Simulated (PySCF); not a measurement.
**Radial density of O⁺ (oxygen, charge +1)**

UHF, [He] 2s2 2p3, high-spin 4S determinant. Calculation: PySCF 2.14, in jorge-DZP-DKH (4s2p1d, 15 functions); scalar relativity by spin-free X2C-1e.

| r (bohr) | 4πr²ρ (e/bohr) | 4πr²(ρα − ρβ) |
| --- | --- | --- |
| 0.00285 | 0.03164 | 0.0000 |
| 0.00480 | 0.08750 | 0.0000 |
| 0.00808 | 0.2343 | 0.0001 |
| 0.0136 | 0.5968 | 0.0004 |
| 0.0229 | 1.446 | 0.0010 |
| 0.0384 | 3.173 | 0.0033 |
| 0.0646 | 5.918 | 0.0126 |
| 0.109 | 8.361 | 0.0573 |
| 0.183 | 7.574 | 0.2484 |
| 0.308 | 3.930 | 0.8539 |
| 0.517 | 3.369 | 2.0739 |
| 0.870 | 4.491 | 2.6079 |
| 1.46 | 2.149 | 1.2163 |
| 2.46 | 0.2378 | 0.1249 |
| 4.14 | 0.004096 | 0.0037 |

Densities and radii are taken from the X2C orbitals without a picture-change correction, which distorts them close to the nucleus.
